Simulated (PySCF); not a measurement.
**Löwdin shares of the frontier orbitals**

C4H8F2O.
SMILES with atom numbers: `[CH3:1][O:2][C@:3]([CH3:4])([F:5])[CH2:6][F:7]` (hydrogens: H8, H9, H10 on C1; H11, H12, H13 on C4; H14, H15 on C6)

Geometry (PBE0-D3(BJ)/def2-SVP, Å), atoms numbered from 1 in this order:
```xyz
15
C4H8F2O angstrom
C      2.0167   -0.2350    0.0262
O      0.7506   -0.7722    0.3294
C     -0.3501   -0.1697   -0.2429
C     -1.5618   -0.9960    0.1015
F     -0.2060   -0.1675   -1.6217
C     -0.4788    1.2877    0.1877
F     -1.6778    1.8036   -0.2186
H      2.7586   -0.9916    0.3138
H      2.1191   -0.0303   -1.0510
H      2.2310    0.6878    0.5946
H     -2.4556   -0.5509   -0.3518
H     -1.6892   -1.0458    1.1912
H     -1.4106   -2.0118   -0.2864
H     -0.4101    1.3418    1.2870
H      0.3324    1.8840   -0.2601
```

Theory: TDDFT CAM-B3LYP/def2-SVPD, vertical, gas phase, core orbitals frozen in the response in PySCF.

Frontier orbitals with the atoms that hold most of them (Löwdin shares over 4%, at most four atoms; ? is withheld):

| orbital | ε (eV) | atoms |
| --- | --- | --- |
| LUMO+2 | 2.08 | O2 21%, H15 12%, F7 10%, C6 10% |
| LUMO+1 | 1.73 | C4 14%, C1 12%, F7 10%, H12 8% |
| LUMO | ? | ? |
| HOMO | -9.79 | ? |
| HOMO-1 | -10.83 | O2 38%, F5 13%, C1 12%, C3 8% |
| HOMO-2 | -11.63 | F7 39%, C6 22%, H14 12%, F5 8% |
| HOMO-3 | -11.92 | F5 24%, O2 16%, C4 12%, C3 12% |

Question: Give the leading atoms of the LUMO.

Answer: C1 (bonded to O and 3 H) 20%; C6 (bonded to C, F and 2 H) 14%; H10 (bonded to C) 10%; H14 (bonded to C) 9%. By element: carbon 34% or more, hydrogen 18% or more.

Question: Give the leading atoms of the HOMO.

Answer: O2 (bonded to 2 C) 49%; C1 (bonded to O and 3 H) 11%; C6 (bonded to C, F and 2 H) 8%; C3 (bonded to 2 C, F and O) 8%. By element: oxygen 49%, carbon 27% or more.

Question: What is the LUMO energy, and the HOMO–LUMO gap?

Answer: ε(LUMO) = 1.19 eV; the gap is 10.98 eV (0.4037 hartree).

Question: How does S1 compare with the orbital gap of 10.98 eV?

Answer: S1 is at 7.98 eV (f = 0.0036), 3.00 eV below the gap, made of HOMO→LUMO (89%). Without the coupling terms of the response equations the lowest excitation would equal the gap.

Question: Give energy, strength and leading configuration of S1 and S4, and follow the Löwdin shares of the leading atoms from the occupied to the empty orbital.

Answer: 
- S1 (7.98 eV, f 0.0036), HOMO→LUMO (89%): O2 49% → at most 9%, C1 11% → 20%, C6 8% → 14%
- S4 (9.10 eV, f 0.0032), HOMO-1→LUMO (70%): O2 38% → at most 9%, F5 13% → at most 9%, C1 12% → 20%, C6 at most 9% → 14%

One conformer stands for the species.
